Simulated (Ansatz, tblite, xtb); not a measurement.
## C2H8Sn (SMILES [CH3][SnH2][CH3]): the dipole moment, rung by rung

C2H8Sn: 11 atoms, total charge 0, spin state singlet. As SMILES, `[CH3][SnH2][CH3]`. Geometry: relaxed at PBE0-D4/def2-TZVP.

Each level gives the dipole moment (D). The values are calculated.

```tsv
level	kind	program	value (D)	less CCSD(T)/3-21G	CPU time
IPEA1-xTB	semi-empirical	tblite	1.36	+0.70	under 2 s
GFN2-xTB	semi-empirical	tblite	1.58	+0.92	under 2 s
GFN0-xTB	semi-empirical	xtb	1.67	+1.01	under 2 s
GFN1-xTB	semi-empirical	xtb	0.85	+0.19	under 2 s
HF/3-21G	Hartree–Fock	Ansatz	0.65	-0.01	2.6 s
HF/def2-SVP (core potential)	Hartree–Fock	Ansatz	0.74	+0.08	5.3 s
PBE0/def2-SVP (core potential)	global hybrid	Ansatz	0.79	+0.13	11 s
CAM-B3LYP/def2-SVP (core potential)	range-separated hybrid	Ansatz	0.76	+0.10	12 s
CCSD(T)/3-21G	coupled cluster or CI	Ansatz	0.66	0.00	13 s
```

CCSD(T)/3-21G is the highest level here, not the true value. All-electron rows without a relativistic Hamiltonian named are non-relativistic, while core potentials hold scalar relativity, so basis and relativity change together. The values span 0.65 to 1.67 D. High-level rows in very small sets aren't better than simpler rows in larger ones. In the correlated wave-function rows the outer d shell of Sn is correlated, in sets not made for it. Magnitudes only: a small dipole may point the other way at some levels. Sets without polarisation functions give poor dipoles. Times are those of the runs behind each value, whatever else they computed, on shared processors of several kinds: orders of magnitude only.
